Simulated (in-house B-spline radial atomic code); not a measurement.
## Ionising the xenon ion Xe⁶⁺ with different functionals

Computed with a radial B-spline atomic code at the basis-set limit: scalar-relativistic (spin-free X2C) Hamiltonian, Fermi nucleus of rms radius 4.7859 fm, spin-polarised at highest spin, spherical fractional occupations for the functionals, and exact exchange of hybrids averaged over the configuration. The ionisation energy is the difference of two self-consistent energies, [Kr] 4d10 5s2 → [Kr] 4d10 5s1, without Breit or QED terms; ε is the level of the shell that loses the electron (its least bound occupied spin orbital). There is no spin-orbit coupling in this Hamiltonian.

```
   method                    rung  ΔSCF (eV)  -ε(5s) (eV)
     PBE0           global hybrid      92.02        87.32
    B3LYP           global hybrid      92.54        87.40
    TPSSh           global hybrid      91.83        86.33
BHandHLYP           global hybrid      91.84        88.64
  r2SCAN0           global hybrid      91.50        87.39
    B97-1           global hybrid      92.33        87.09
    HSE06  range-separated hybrid      92.07        87.00
    wB97X  range-separated hybrid      91.88        90.08
CAM-B3LYP  range-separated hybrid      92.50        89.18
  LC-wPBE  range-separated hybrid      92.10        90.47
```

Among the functionals, which spreads more, the ΔSCF values or the orbital energies?

The orbital energies: ΔSCF values span about 1.04 eV and the orbital energies 4.14 eV.

How do they compare with the NIST value?

NIST lists 91.6 eV ± 0.5 (semi-empirical, ground level to ground level). Errors run from -0.10 to +0.94 eV; all lie within about twice that uncertainty, so the table can't rank the methods.
